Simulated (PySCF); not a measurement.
Simulated absorption spectrum

Compound: C4H8Si.
SMILES: `C1C[SiH]1C=C`

Method: TDDFT CAM-B3LYP/def2-SVPD, vertical, gas phase, core orbitals frozen in the response (PySCF 2.14.0, density-fitted response routines). One conformer (not necessarily the lowest) at the PBE0-D3(BJ)/def2-SVP geometry, without solvent, vibrations or thermal averaging. Torsions of this conformer, `[CH2:1]=[CH:2][SiH:3]1[CH2:4][CH2:5]1`: C1–C2–Si3–C4 -27°.

Broadening: Gaussians 0.4 eV wide at half height, area fixed by f = 4.319×10⁻⁹ ∫ε dν̃. The width is an assumption, not a result. The curve ends short of the highest state used, and states not computed would add to its high-energy end.

```
λ (nm)  ε (L mol⁻¹ cm⁻¹)
 180.5              5062
 182.4              3938
 184.4              2801
 186.3              1889
 188.3              1223
 190.2               871
 192.1               720
 194.1               688
 196.0               699
 198.0               691
 199.9               636
 201.8               533
 203.8               397
 205.7               273
 207.7               169
 209.6               110
 211.5               101
 213.5               170
 215.4               361
 217.4               779
 219.3              1489
 221.2              2599
 223.2              4245
 225.1              6204
 227.1              8479
 229.0             10545
 230.9             12191
 232.9             13177
 234.8             13257
 236.8             12467
 238.7             11059
 240.6              9269
 242.6              7259
 244.5              5458
 246.5              3835
 248.4              2614
 250.3              1705
 252.3              1039
 254.2               623
 256.2               349
 258.1               194
 260.0               104
 262.0                52
 263.9                26
```

Question: Where are the band maxima, and which computed states make them?

Answer: 234 nm (5.30 eV), ε about 13000, made up of S1 (100%); 197 nm (6.30 eV), ε about 700, made up of S2 (84%) and S4 (13%) (hardly more than a shoulder) (ε in L mol⁻¹ cm⁻¹; maxima over ε = 5, shares over 10%). At its high-energy end, 6.87 eV, the curve is still rising (ε about 5100, from S5 and S8). The states used: S1 5.30 eV (f 0.198); S2 6.25 eV (f 0.0092); S3 6.45 eV (f 0.0002); S4 6.59 eV (f 0.0054); S5 6.90 eV (f 0.061); S6 6.95 eV (f 0.0003); S7 7.17 eV (f 0.0019); S8 7.28 eV (f 0.230); S9 7.36 eV (f 0.0001); S10 7.47 eV (f 0.043).

Question: Coming from long wavelengths, where does ε first pass 100 L mol⁻¹ cm⁻¹?

Answer: At about 260 nm (4.77 eV), 0.53 eV below S1.

Question: On this curve, what absorbance would a 10⁻⁴ mol/L sample give at 254 nm over a 1 cm path?

Answer: 254 nm is 4.881 eV, where ε is about 660 L mol⁻¹ cm⁻¹, so A = ε c l ≈ 0.066 (Beer–Lambert, with the gas-phase spectrum and the assumed width).

Question: What would ε be at 5.30 eV, the highest of these maxima, with half the width (0.2 eV)?

Answer: About 26600 L mol⁻¹ cm⁻¹ against 13300, a factor of about 2.00; a lone state at its own centre would give exactly 2.

The vertical ionisation energy (ΔSCF) is 8.52 eV, 1.05 eV above S10.

Hardware: Arm Neoverse N1, one thread, shared host with 64 logical CPUs at a one-minute load of 61. Cost: 71 s wall, 0.91 GiB resident at most.
